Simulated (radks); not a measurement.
All-electron atom: Sn XVIII in [Ar] 3d10 4s2 4p3.

Calculated with a radial shooting solver on a logarithmic mesh with Libxc functionals: Dirac Kohn-Sham, LDA (Slater exchange, Perdew-Wang correlation), spin-unpolarised, spherical densities, finite nucleus; open shells fill j = l - 1/2 first; Fermi nuclear charge, rms radius 4.6519 fm.

Energy parts (hartree):
part                        energy
total                  -6060.47142
kinetic                 6386.79080
electron-nucleus      -14171.52785
Hartree                 1868.58367
exchange-correlation    -144.31805

Orbitals (lengths in bohr, moments of r in powers of bohr; r(max) is where P^2 peaks; r(90%) holds 90 % of the orbital's charge):
| orbital | occ. | eigenvalue (hartree) | <1/r> | r(max) | <r^4> | r(90%) | small-component weight |
|---|---|---|---|---|---|---|---|
| 1s1/2 | 2 | -1080.669 | 53.03 | 0.01879 | 3.417e-06 | 0.0522 | 3.37e-02 |
| 2s1/2 | 2 | -176.9385 | 12.31 | 0.1063 | 0.0005906 | 0.194 | 7.14e-03 |
| 2p1/2 | 2 | -166.4886 | 12.30 | 0.08177 | 0.0003799 | 0.173 | 7.16e-03 |
| 2p3/2 | 4 | -158.0123 | 11.45 | 0.08630 | 0.0004462 | 0.181 | 6.84e-03 |
| 3s1/2 | 2 | -46.53512 | 4.386 | 0.3067 | 0.02553 | 0.495 | 2.10e-03 |
| 3p1/2 | 2 | -42.29350 | 4.302 | 0.2926 | 0.02446 | 0.491 | 2.05e-03 |
| 3p3/2 | 4 | -40.71134 | 4.095 | 0.3027 | 0.02764 | 0.506 | 1.96e-03 |
| 3d3/2 | 4 | -33.23645 | 3.952 | 0.2465 | 0.02263 | 0.483 | 1.85e-03 |
| 3d5/2 | 6 | -32.90496 | 3.899 | 0.2494 | 0.02350 | 0.488 | 1.82e-03 |
| 4s1/2 | 2 | -18.61871 | 1.935 | 0.7048 | 0.5153 | 1.04 | 7.30e-04 |
| 4p1/2 | 2 | -17.04743 | 1.863 | 0.7160 | 0.5744 | 1.07 | 6.92e-04 |
| 4p3/2 | 1 | -16.64701 | 1.804 | 0.7343 | 0.6273 | 1.10 | 6.72e-04 |
| 4d3/2 | 0 | -14.02840 | 1.670 | 0.7504 | 0.7650 | 1.16 | 5.93e-04 |
| 4d5/2 | 0 | -13.95034 | 1.656 | 0.7557 | 0.7830 | 1.17 | 5.88e-04 |
| 5s1/2 | 0 | -9.92842 | 1.078 | 1.333 | 5.027 | 1.83 | 3.58e-04 |

The highest occupied level is 4p3/2 at -452.99 eV. The electron density at the nucleus is 1.906e+05 e/bohr^3.
